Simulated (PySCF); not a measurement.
# Spinor energies of Ni⁺ (nickel, charge +1)

Start: [Ar] 3d9; 3d3/2 filled at m_j = -3/2, -1/2, +1/2, +3/2; 3d5/2 filled at m_j = -3/2, -1/2, +1/2, +3/2, +5/2. Calculated with PySCF 2.14 in x2c-SVPall-2c (5s5p3d1f, 42 functions): generalised Hartree-Fock with the X2C-1e Hamiltonian and a Gaussian nucleus; one run each with spin-orbit coupling (SO) switched off, then screened by Boettger's factors.

| spinor shell | electrons | ε, spin-free (eV) | ε, screened SO (eV) | weight of nominal j (screened SO) | rms radius, screened SO (bohr) |
| --- | --- | --- | --- | --- | --- |
| 1s1/2 | 2 | -8402.1 | -8402.0 | 1.000 | 0.0625 |
| 2s1/2 | 2 | -1052.0 | -1051.9 | 1.000 | 0.265 |
| 2p1/2 | 2 | -901.70 | -913.98 | 0.999 | 0.236 |
| 2p3/2 | 4 | -901.70 | -895.67 | 1.000 | 0.239 |
| 3s1/2 | 2 | -138.36 | -138.35 | 1.000 | 0.799 |
| 3p1/2 | 2 | -92.646 | -95.279 | 0.942 | 0.849 |
| 3d3/2 | 4 | -20.746 | -21.327 | 0.795 | 1.19 |
| 3d5/2 | 5 | -20.746 | -20.285 | 0.836 | 1.22 |

(1) Where does 3p3/2 lie, and what is the 3p spin-orbit splitting (screened SO)?

```tsv
quantity	spin-free	screened SO
E (hartree)	-1518.54430	-1518.57218
M_J	5/2	5/2
⟨J²⟩	8.761	8.762
⟨L²⟩	6.008	6.010
⟨S²⟩	0.753	0.754
```

Each row is a mean over spinors that exchange with the open shell spreads, by up to 6.721 eV (3p3/2).

Rows whose weight is well below 1 are mixtures of j = l ± 1/2: exchange outweighs spin-orbit coupling there, and the label is only the starting occupation.

Without spin-orbit coupling the j labels of p, d and f shells carry no meaning; the spin-free column gives the mean over the occupied spinors of each nl shell.

Results:

(1) At -91.336 eV, 3.943 eV above 3p1/2.
